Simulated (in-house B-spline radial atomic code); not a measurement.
Checks on a self-consistent run for neutral chromium, [Ar] 3d5 4f1. Level of theory: Dirac-Hartree-Fock, average of configuration, Fermi nucleus of rms radius 3.6452 fm; calculated with an all-electron radial atomic-structure program (B-spline basis).

| orbital | q | ε (Eh) | <1/r> | <r²> | small-component weight |
| --- | --- | --- | --- | --- | --- |
| 1s1/2 | 2 | -222.38499 | 23.8886 | 0.00542396 | 0.0074265 |
| 2s1/2 | 2 | -26.82353 | 5.1018 | 0.100037 | 0.0013477 |
| 2p1/2 | 2 | -22.67555 | 5.01331 | 0.0813288 | 0.0013131 |
| 2p3/2 | 4 | -22.35147 | 4.93926 | 0.0829589 | 0.0012977 |
| 3s1/2 | 2 | -3.59049 | 1.54932 | 0.944181 | 0.00027019 |
| 3p1/2 | 2 | -2.33992 | 1.41488 | 1.10129 | 0.00023331 |
| 3p3/2 | 4 | -2.29977 | 1.3992 | 1.12074 | 0.00023007 |
| 3d3/2 | 2 | -0.52791 | 1.00275 | 2.45864 | 0.00013013 |
| 3d5/2 | 3 | -0.52491 | 0.998313 | 2.48187 | 0.0001292 |
| 4f5/2 | 0.42857 | -0.03126 | 0.0625582 | 359.602 | 8.3362e-07 |
| 4f7/2 | 0.57143 | -0.03126 | 0.0625587 | 359.599 | 8.3363e-07 |

Electron-electron repulsion V_ee = 392.5246 hartree.

Problem. What total energy follows from the eigenvalues?

Solution. The eigenvalues count the repulsion twice, so E = Σqε - V_ee = -656.896 - 392.525 = -1049.420 hartree; the run printed -1049.420.

Problem. Does the Dirac virial theorem hold?

Solution. For a point nucleus E = -2c²Σq·w, with w the small-component weight. Here Σq·w = 0.027941 and c = 137.0360, so the ratio E/(-2c²Σq·w) is 1.000005; the finite nucleus accounts for the departure from 1.

Problem. What diamagnetic shielding (Lamb formula) and susceptibility (Langevin formula) do the radii give?

Solution. σ = (α²/3)Σq<1/r> = 104.353/(3·137.036²) = 1852.3 ppm, and χ = -0.79199×10⁻⁶·Σq<r²> = -301.9×10⁻⁶ cm³/mol with Σq<r²> = 381.24 bohr². Both are non-relativistic formulas without the paramagnetism of open shells.
